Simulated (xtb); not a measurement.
CH₃Li, triplet, from a rough starting geometry (GFN-xTB shapes and energies of metal compounds can be far from the true ones) (a higher spin typed on purpose: for a closed-shell molecule this is an excited state); GFN2-xTB (xtb).

xtb was given this input:
```
$ xtb mol.xyz --gfn 2 --uhf 2 --opt vtight --json

# file mol.xyz
5

Li    -1.27923530    -0.71833524    -1.09922618
C      0.08020849     0.03512844     0.07137628
H      0.64716649    -0.69260473     0.71877381
H     -0.36357031     0.73081294     0.79661794
H      0.84298003     0.65050015    -0.48855061
```

It wrote (shortened):

```
   ID    Z sym.   atoms
    1    3 Li     1
    2    6 C      2
    3    1 H      3-5

           -------------------------------------------------
          |                Calculation Setup                |
           -------------------------------------------------

           -------------------------------------------------
          |                 G F N 2 - x T B                 |
           -------------------------------------------------

          ...................................................
          :                      SETUP                      :
          :.................................................:
          :  # basis functions                  11          :
          :  # atomic orbitals                  11          :
          :  # shells                            7          :
          :  # electrons                         8          :
          :  max. iterations                   250          :
          :  Hamiltonian                  GFN2-xTB          :
          :  restarted?                      false          :
          :  GBSA solvation                  false          :
          :  PC potential                    false          :
          :  electronic temp.          300.0000000     K    :
          :  accuracy                    1.0000000          :
          :  -> integral cutoff          0.2500000E+02      :
          :  -> integral neglect         0.1000000E-07      :
          :  -> SCF convergence          0.1000000E-05 Eh   :
          :  -> wf. convergence          0.1000000E-03 e    :
          :  Broyden damping             0.4000000          :
          :  net charge                          0          :
          :  unpaired electrons                  2          :
          ...................................................

 iter      E             dE          RMSdq      gap      omega  full diag
   1     -3.6276420 -0.362764E+01  0.149E+01    2.87       0.0  T
   2     -3.7714056 -0.143764E+00  0.526E+00    3.16       1.0  T
   3     -3.7750036 -0.359797E-02  0.394E+00    3.20       1.0  T
   4     -3.7772959 -0.229229E-02  0.968E-01    3.54       1.0  T
   5     -3.7773403 -0.444116E-04  0.238E-01    3.64       1.0  T
   6     -3.7773470 -0.669296E-05  0.162E-01    3.65       1.0  T
   7     -3.7773475 -0.537893E-06  0.244E-02    3.66       1.8  T
   8     -3.7773476 -0.880596E-07  0.161E-02    3.65       2.8  T
   9     -3.7773476 -0.293661E-08  0.318E-03    3.65      14.1  T
  10     -3.7773476 -0.313794E-09  0.368E-03    3.65      12.1  T
  11     -3.7773476 -0.175975E-09  0.610E-05    3.65     733.4  T
  12     -3.7773476 -0.616396E-12  0.326E-05    3.65    1373.0  T

   *** convergence criteria satisfied after 12 iterations ***

 transition dipole moment (au) for excitation:           4           5
     X       Y       Z
   0.2184   0.1344   0.1907  total (au/Debye):    0.320   0.812
 dE (eV)             :    5.877
 oscillator strength :  0.20791E-01

         :::::::::::::::::::::::::::::::::::::::::::::::::::::
         ::                     SUMMARY                     ::
         :::::::::::::::::::::::::::::::::::::::::::::::::::::
         :: total energy              -3.729635235850 Eh    ::
         :: gradient norm              0.103639751933 Eh/a0 ::
         :: HOMO-LUMO gap              3.653226064723 eV    ::
         ::.................................................::
         :: SCC energy                -3.777347569504 Eh    ::
         :: -> isotropic ES            0.000472410503 Eh    ::
         :: -> anisotropic ES         -0.001457413232 Eh    ::
         :: -> anisotropic XC         -0.009223001523 Eh    ::
         :: -> dispersion             -0.000872372834 Eh    ::
         :: repulsion energy           0.047712333654 Eh    ::
         :: add. restraining           0.000000000000 Eh    ::
         :: total charge              -0.000000000000 e     ::
         :::::::::::::::::::::::::::::::::::::::::::::::::::::

      -----------------------------------------------------------
     |                   =====================                   |
     |                        A N C O P T                        |
     |                   =====================                   |
     |               Approximate Normal Coordinate               |
     |                Rational Function Optimizer                |
      -----------------------------------------------------------
      -----------------------------------------------------------
     |                   =====================                   |
     |                        A N C O P T                        |
     |                   =====================                   |
     |               Approximate Normal Coordinate               |
     |                Rational Function Optimizer                |
      -----------------------------------------------------------

          ...................................................
          :                      SETUP                      :
          :.................................................:
          :   optimization level         verytight          :
          :   max. optcycles                   200          :
          :   ANC micro-cycles                  20          :
          :   degrees of freedom                 9          :
          :.................................................:
          :   RF solver                   davidson          :
          :   write xtbopt.log                true          :
          :   linear?                        false          :
          :   energy convergence         0.1000000E-06 Eh   :
          :   grad. convergence          0.2000000E-03 Eh/α :
          :   maxmium RF displ.          1.0000000          :
          :   Hlow (freq-cutoff)         0.1000000E-01      :
          :   Hmax (freq-cutoff)         5.0000000          :
          :   S6 in model hess.         20.0000000          :
[...]
 * total energy  :    -3.7451454 Eh     change       -0.1551018E-01 Eh
 * total energy  :    -3.7500030 Eh     change       -0.4857630E-02 Eh
 * total energy  :    -3.7513614 Eh     change       -0.1358368E-02 Eh
 * total energy  :    -3.7516796 Eh     change       -0.3182200E-03 Eh
 * total energy  :    -3.7517368 Eh     change       -0.5717403E-04 Eh
 * total energy  :    -3.7517491 Eh     change       -0.1232013E-04 Eh
 * total energy  :    -3.7517623 Eh     change       -0.1321166E-04 Eh
 * total energy  :    -3.7517733 Eh     change       -0.1092571E-04 Eh
 * total energy  :    -3.7517695 Eh     change        0.3813426E-05 Eh
 * total energy  :    -3.7517754 Eh     change       -0.5996829E-05 Eh
 * total energy  :    -3.7517761 Eh     change       -0.6380989E-06 Eh
 * total energy  :    -3.7517764 Eh     change       -0.2678885E-06 Eh
 * total energy  :    -3.7517764 Eh     change       -0.7025438E-07 Eh
   *** GEOMETRY OPTIMIZATION CONVERGED AFTER 14 ITERATIONS ***
[...]
          :  # electrons                         8          :
          :  max. iterations                   250          :
          :  Hamiltonian                  GFN2-xTB          :
          :  restarted?                      false          :
          :  GBSA solvation                  false          :
          :  PC potential                    false          :
          :  electronic temp.          300.0000000     K    :
          :  accuracy                    1.0000000          :
          :  -> integral cutoff          0.2500000E+02      :
          :  -> integral neglect         0.1000000E-07      :
          :  -> SCF convergence          0.1000000E-05 Eh   :
          :  -> wf. convergence          0.1000000E-03 e    :
          :  Broyden damping             0.4000000          :
          :  net charge                          0          :
          :  unpaired electrons                  2          :
          ...................................................

 iter      E             dE          RMSdq      gap      omega  full diag
   1     -3.8117092 -0.381171E+01  0.369E-05    3.31       0.0  T
   2     -3.8117092 -0.136335E-12  0.230E-05    3.31    1945.2  T
   3     -3.8117092 -0.270894E-13  0.827E-06    3.31    5407.8  T

   *** convergence criteria satisfied after 3 iterations ***

 transition dipole moment (au) for excitation:           4           5
     X       Y       Z
   0.2274   0.1386   0.1989  total (au/Debye):    0.332   0.845
 dE (eV)             :    4.843
 oscillator strength :  0.18536E-01

         :::::::::::::::::::::::::::::::::::::::::::::::::::::
         ::                     SUMMARY                     ::
         :::::::::::::::::::::::::::::::::::::::::::::::::::::
         :: total energy              -3.751776423491 Eh    ::
         :: gradient norm              0.000188791529 Eh/a0 ::
         :: HOMO-LUMO gap              3.311310752647 eV    ::
         ::.................................................::
         :: SCC energy                -3.811709152672 Eh    ::
         :: -> isotropic ES            0.001042375543 Eh    ::
         :: -> anisotropic ES         -0.000972252543 Eh    ::
         :: -> anisotropic XC         -0.004779389374 Eh    ::
         :: -> dispersion             -0.000981921803 Eh    ::
         :: repulsion energy           0.059932729182 Eh    ::
         :: add. restraining           0.000000000000 Eh    ::
         :: total charge               0.000000000000 e     ::
         :::::::::::::::::::::::::::::::::::::::::::::::::::::

           -------------------------------------------------
          |                Property Printout                |
           -------------------------------------------------

    * Orbital Energies and Occupations

         #    Occupation            Energy/Eh            Energy/eV
      -------------------------------------------------------------
         1        2.0000           -0.5957845             -16.2121
         2        2.0000           -0.4951918             -13.4749
         3        2.0000           -0.4951836             -13.4746
         4        1.0000           -0.3611838              -9.8283
         5        1.0000           -0.1832074              -4.9853 (HOMO)
         6                         -0.0615190              -1.6740 (LUMO)
         7                         -0.0614214              -1.6714
         8                          0.0236481               0.6435
         9                          0.2836090               7.7174
        10                          0.2855181               7.7693
        11                          0.2959621               8.0535
      -------------------------------------------------------------
                  HL-Gap            0.1216884 Eh            3.3113 eV
             Fermi-level           -0.2752734 Eh           -7.4906 eV

     #   Z          covCN         q      C6AA      α(0)
     1   3 Li       0.635    -0.018    96.033    34.355
     2   6 C        3.414    -0.118    26.330     7.879
     3   1 H        0.927     0.045     2.384     2.415
     4   1 H        0.927     0.045     2.380     2.413
     5   1 H        0.927     0.045     2.380     2.412

 Mol. C6AA /au·bohr⁶  :        324.908792
 Mol. C8AA /au·bohr⁸  :      14355.986161
 Mol. α(0) /au        :         49.472790

Wiberg/Mayer (AO) data.
largest (>0.10) Wiberg bond orders for each atom

 ---------------------------------------------------------------------------
     #   Z sym  total        # sym  WBO       # sym  WBO       # sym  WBO
 ---------------------------------------------------------------------------
     1   3 Li   0.037
     2   6 C    3.044 --     3 H    1.000     4 H    1.000     5 H    1.000
     3   1 H    0.998 --     2 C    1.000
     4   1 H    0.998 --     2 C    1.000
     5   1 H    0.998 --     2 C    1.000
 ---------------------------------------------------------------------------

Topologies differ in total number of bonds
Writing topology from bond orders to xtbtopo.mol

molecular dipole:
                 x           y           z       tot (Debye)
 q only:        0.070       0.042       0.061
   full:        1.141       0.666       1.002       4.216
molecular quadrupole (traceless):
                xx          xy          yy          xz          yz          zz
 q only:       -0.097      -0.197       0.113      -0.287      -0.171      -0.016
  q+dip:       -2.650      -5.164       3.203      -7.745      -4.511      -0.553
   full:       -2.704      -5.228       3.282      -7.883      -4.570      -0.578

optimized geometry written to: xtbopt.xyz

           -------------------------------------------------
          | TOTAL ENERGY               -3.751776423491 Eh   |
          | GRADIENT NORM               0.000188791529 Eh/α |
          | HOMO-LUMO GAP               3.311310752647 eV   |
           -------------------------------------------------

normal termination of xtb
```
